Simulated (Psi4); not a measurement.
MoO$_{4}$ (SMILES [O]=[Mo-2](=[O])(=[O])=[O]), charge -2, singlet, geometry from GFN2-xTB (such geometries of metal compounds can be far from the true shape) (core potentials on Mo) (a gas-phase anion, which may not be bound at this level). Base run: HF/def2-SVP in Psi4.

Geometry (Å):
```xyz
5

Mo     0.0000     0.0000     0.0000
O      1.3920    -0.3025    -0.9606
O      0.4779     0.2967     1.6234
O     -0.8310     1.3733    -0.6125
O     -1.0388    -1.3675    -0.0504
```
Charge -2, spin multiplicity 1.
All else is at Psi4's defaults (density fitting; Cartesian or spherical functions as each basis is defined).

Variants of this job, named by their change:

```csv
change,basis functions,E (Eh)
base,87,-366.67792
basis = def2-SV(P),80,-366.60667
basis = def2-SVPD,126,-366.73003
basis = def2-TZVP,164,-367.09795
basis = def2-TZVPP,180,-367.10912
basis = def2-TZVPD,200,-367.68218
basis = def2-QZVP,300,-367.13209
basis = def2-QZVPP,309,-367.13316
```

Totals compare only among sets that treat the same electrons; sets with core potentials leave the core out.

A gas-phase anion may not be bound at this level; its values then depend on the basis.
